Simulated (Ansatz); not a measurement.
A structure relaxed at PBE-D4/def2-SVP in Ansatz, charge 0, singlet:

```xyz
14

Ga   -3.832   -0.324   -0.180
Ga    2.640   -2.385   -2.404
Ga   -1.063   -0.398   -1.150
Ga    1.689   -1.249    0.126
Ga    0.295    1.104    1.397
Ga   -2.562    1.400    2.170
Ga    4.015    0.351   -0.248
Sb   -3.174   -0.002   -2.580
Sb   -4.104   -0.649    2.347
Sb    1.277    0.236   -2.408
Sb    4.381   -2.167   -0.142
Sb   -0.880    3.290    2.113
Sb    2.074    2.149   -0.415
Sb   -0.757   -1.356    1.374
```

**Question.** Give its formula.

**Answer.** Ga₇Sb₇.

**Question.** Summarise the bond lengths by kind (pairs closer than 1.2 times the sum of covalent radii, bridged metal pairs left out).

**Answer.** 17 × Ga–Sb 2.51 to 2.97 Å; 1 × Sb–Sb 2.87 Å.

In the def2 sets Sb takes a core potential; there is no spin–orbit coupling. Single mean-field runs in def2-SVP are fitted with def2-universal-jkfit.
